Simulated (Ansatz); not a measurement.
Sn₁₀H₁₆, a cluster cut from cubic tin was relaxed with PBE-D4 (def2-SVP) in Ansatz in these states: charge +1 doublet, charge -1 doublet, neutral singlet. The geometries follow in no particular order.

In the def2 sets Sn takes a core potential; there is no spin–orbit coupling.

A:

Cartesian coordinates in Å:
```
Sn 2.4285 -1.2425 0.1046
Sn -1.6594 -1.3740 -2.1043
Sn 0.1667 2.6029 -0.7944
Sn -1.3850 -0.3420 2.3525
Sn 2.8032 1.5068 -0.4468
Sn -1.4173 1.3494 -2.7722
Sn 0.9003 -2.5328 -1.8874
Sn 1.2169 -1.4681 2.6481
Sn -3.0527 -1.4095 0.3396
Sn -0.3448 2.3451 2.0598
H 4.0182 -1.9372 0.1872
H -2.6030 -2.1619 -3.3278
H -0.0050 4.3388 -0.8672
H -2.2818 -0.0538 3.8207
H 3.5966 1.8513 -1.9482
H 3.5446 2.3887 0.8419
H -0.5259 1.6011 -4.2345
H -2.9077 2.2248 -2.8298
H 1.7145 -2.4026 -3.4066
H 0.7410 -4.1954 -1.4402
H 1.0280 -3.1102 3.1626
H 2.0335 -0.5392 3.8564
H -3.4150 -3.0149 0.8703
H -4.4933 -0.4536 0.3104
H 1.2016 2.3733 2.8456
H -1.3028 3.6554 2.6595
```

B:

```xyz
26

Sn   -0.6030   -2.7351   -0.2832
Sn   -1.1533    0.9778    2.3821
Sn   -1.0399    1.4271   -2.2029
Sn    2.7980    0.3394    0.1030
Sn   -1.6401   -1.3099   -2.4790
Sn   -2.1857    2.3961    0.1798
Sn   -1.7552   -1.7573    2.0923
Sn    2.1905   -2.3947   -0.1843
Sn    1.6405    1.3073    2.4803
Sn    1.7534    1.7609   -2.0915
H    -0.9739   -4.4275   -0.4586
H    -1.8624    1.5797    3.8562
H    -1.6838    2.3064   -3.5629
H     4.5256    0.5498    0.1646
H    -3.3606   -1.5312   -2.5728
H    -0.9598   -1.9207   -3.9562
H    -3.9116    2.2109    0.1169
H    -1.8548    4.0919    0.3564
H    -3.4764   -1.9867    2.0514
H    -1.1484   -2.6456    3.4564
H     2.8471   -3.2894    1.1530
H     2.9163   -3.0212   -1.6327
H     2.2861    0.4455    3.8449
H     2.0388    2.9846    2.6957
H     2.4743    1.1937   -3.5672
H     2.1383    3.4485   -1.9416
```

C:

```xyz
26

Sn   -1.6015   -2.1003   -0.5844
Sn   -0.0582    2.0398   -2.5320
Sn    2.9556   -1.1201    0.4932
Sn   -0.7451    1.3873    2.1886
Sn    0.9859   -3.1034   -0.0293
Sn    2.5101    0.7672   -1.7281
Sn   -1.7259   -0.2614   -2.7328
Sn   -2.5011   -0.7672    1.7292
Sn   -0.9006    3.1276   -0.0382
Sn    1.8178    0.2940    2.6816
H    -2.6856   -3.4488   -0.8993
H    -0.8031    3.1614   -3.7292
H     4.3050   -2.0466    1.2268
H    -1.2931    2.2314    3.6316
H     1.4456   -4.0580   -1.4249
H     0.7966   -4.3044    1.2331
H     3.1738   -0.0106   -3.1731
H     3.6925    2.0677   -1.5160
H    -1.3070   -1.1879   -4.1611
H    -3.4295    0.0821   -2.9657
H    -4.1482   -0.2114    1.5466
H    -2.5535   -1.8403    3.1079
H    -2.5316    3.7705   -0.0213
H     0.0799    4.5154    0.3929
H     1.6817   -0.6268    4.1666
H     2.8392    1.6428    3.1373
```

Judge from the bond lengths which geometry belongs to which state (an estimate).

A is the charge +1 doublet (Sn2–Sn6 2.815 Å, Sn3–Sn6 2.827 Å, Sn3–Sn10 2.911 Å); B is the neutral singlet (Sn2–Sn6 2.816 Å, Sn3–Sn6 2.816 Å, Sn3–Sn10 2.815 Å); C is the charge -1 doublet (Sn2–Sn6 2.977 Å, Sn3–Sn6 2.949 Å, Sn3–Sn10 2.843 Å).
